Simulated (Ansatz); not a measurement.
Geometry optimisation, RKS B3LYP-D4/def2-SVP (Ansatz 0.2.0).

input.yaml

```yaml
crystal:
  periodic: [false, false, false]
  atoms:
    - { symbol: W, position_ang: [0.020771, -0.230717, 0.314643] }
    - { symbol: F, position_ang: [0.708773, -0.180119, 2.040925] }
    - { symbol: H, position_ang: [1.397325, 0.76177, 0.253133] }
    - { symbol: H, position_ang: [-0.219803, 1.149122, -0.622405] }
    - { symbol: H, position_ang: [-1.494203, 0.523916, 0.417247] }
    - { symbol: F, position_ang: [-0.282351, -1.973895, -0.303409] }
    - { symbol: H, position_ang: [0.809086, -0.180076, -1.160635] }
basis:
  gaussian: { orbitals: def2-SVP }
hamiltonian:
  xc: b3lyp
  dispersion: d4
relax:
  f_tol: 0.03
  max_steps: 50
```

Run as:

```bash
$ ansatz run input.yaml --threads 1 --pin off --max-ram 2048MiB --backend cpu --events-out ev --progress --plain --runs-dir out
```

Question: Where does it end, and by what steps?

Answer: It converged. After 4 steps the energy has fallen by 0.037 eV; H3 moved furthest, 0.08 Å.

```tsv
step	energy less start (eV)	largest force component (eV/Å)	accepted
0	0.0000	0.620	yes
1	0.0152	0.511	no
2	-0.0151	0.883	yes
3	-0.0368	0.066	yes
4	-0.0371	0.014	yes
```

```xyz
7
Properties=species:S:1:pos:R:3
W 0.031 -0.220 0.324
F 0.693 -0.223 2.078
H 1.367 0.780 0.176
H -0.206 1.169 -0.602
H -1.491 0.520 0.405
F -0.278 -1.963 -0.291
H 0.824 -0.194 -1.150
```

Whether the end is a true minimum wasn't checked by a vibrational analysis.

Time of the run: 20 s on 1 thread of AMD EPYC 7R43 64-Core Processor (Zen 3) (shared host), peak memory 0.17 GiB.
